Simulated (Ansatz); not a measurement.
Reaction (redistribution): `C#CC[SiH2]F` + `B[SiH](F)C=C` → `C=C[SiH](F)[SiH2]F` + `BCC#C`

Gas-phase electronic energies from Ansatz, PBE0-D4/def2-TZVP geometries. CCSD(T)/CBS is the MP2 limit (def2-TZVPP, def2-QZVPP) plus CCSD(T) − MP2 in def2-TZVPP, frozen cores. DFT in def2-TZVPP. One conformer a species, not always the lowest.

(1) Is it downhill or uphill in electronic energy at CCSD(T)/CBS, and by how much? (An estimate is asked.)

(2) What do these levels give: PBE-D4, PBE0-D4, ωB97X-V, ωB97M-V, PBE0, HF/CBS(def2)? (Best estimate.)

Largest T1 diagnostic among the species: 0.012.

Results:

(1) The calculation gave: Downhill: ΔE = -3.7 kJ/mol.

(2) The calculation gave: PBE-D4 -11.1, PBE0-D4 -9.5, ωB97X-V -6.4, ωB97M-V -3.7, PBE0 -9.6, HF/CBS(def2) -4.7 kJ/mol.
